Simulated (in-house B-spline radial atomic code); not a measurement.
The numbers below are computed, except where a source is named.
# Weak and strong correlation along the adiabatic connection

Two-electron singlets in several external potentials (atomic units), by full CI in B-splines with partial waves to l = 8 (correlation energies up to 0.6 % small). The repulsion is scaled by λ at fixed density; W(λ) is the mean repulsion less the Hartree energy, W(0) = E_x, and the area under W from 0 to 1 is E_xc.

Relative drop (W(λ) − E_x)/E_x:

```
                            system  λ = 0.12  λ = 0.25  λ = 0.4  λ = 0.6  λ = 0.8   λ = 1
−Z exp(−kr)/r, Z = 6.69, k = 0.687    0.0028    0.0059   0.0093   0.0139   0.0183  0.0226
−Z exp(−kr)/r, Z = 3.44, k = 0.679    0.0061    0.0125   0.0197   0.0288   0.0376  0.0459
 ω²r²/2 − Z/r, ω = 0.191, Z = -0.5    0.0480    0.0891   0.1262   0.1632   0.1907  0.2118
   ω²r²/2 − Z/r, ω = 1.07, Z = 0.3    0.0138    0.0277   0.0426   0.0606   0.0769  0.0916
−V exp(−r²/w²), V = 6.52, w = 7.28    0.0229    0.0450   0.0674   0.0931   0.1149  0.1336
−V exp(−r²/w²), V = 12.7, w = 1.97    0.0101    0.0206   0.0319   0.0461   0.0591  0.0713
 −V exp(−r²/w²), V = 1.16, w = 4.4    0.0298    0.0575   0.0846   0.1144   0.1387  0.1588
```

Task: Order the systems by how far second-order (GL2) theory, half the initial slope (estimated from the first points of each curve), overshoots the correlation energy, least first.
A. −V exp(−r²/w²), V = 1.16, w = 4.4
B. ω²r²/2 − Z/r, ω = 0.191, Z = -0.5
C. −V exp(−r²/w²), V = 6.52, w = 7.28
D. −Z exp(−kr)/r, Z = 3.44, k = 0.679
E. −V exp(−r²/w²), V = 12.7, w = 1.97
F. −Z exp(−kr)/r, Z = 6.69, k = 0.687
G. ω²r²/2 − Z/r, ω = 1.07, Z = 0.3

Result: F (GL2/E_c = 1.04), D (GL2/E_c = 1.08), E (GL2/E_c = 1.14), G (GL2/E_c = 1.19), C (GL2/E_c = 1.32), A (GL2/E_c = 1.43), B (GL2/E_c = 1.68).

Task: What else changes along this order?

Result: The ratio follows the bend of the curve. With it the leading natural occupation goes from 1.999 to 1.840 and −T_c/E_c from 0.96 to 0.59 between the first and the last.
